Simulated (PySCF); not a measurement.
Stepwise substitution at one centre (B OH-I). Isolated molecules, 0 K electronic values unless said otherwise. One relaxed conformer stands for each flexible species; it need not be the lowest. Strings in code marks are SMILES.

The HOMO–LUMO gap from two functionals at the same geometries (PBE0-D3(BJ)/def2-TZVP), both in PySCF: PBE-D3(BJ)/def2-TZVP and ωB97X-D3(BJ)/def2-TZVP. 

```csv
species,PBE-D3(BJ)/def2-TZVP (eV),ωB97X-D3(BJ)/def2-TZVP (eV)
0 of 3 OH replaced by I (`OB(O)O`),6.70,13.77
"1 of 3 OH replaced by I (`B(O)(O)I` (H–O–B–I torsion 180°, I–B–O–H torsion -180°))",4.99,11.20
2 of 3 OH replaced by I,4.35,10.74
3 of 3 OH replaced by I (`IB(I)I`),3.02,9.10
```

Over these rows, drawn at random from the members with no instability flagged (it was tested for open shells, ions and some series alone), PBE minus ωB97X-D3(BJ): mean -6.43 eV, from -7.07 eV to -6.07 eV.
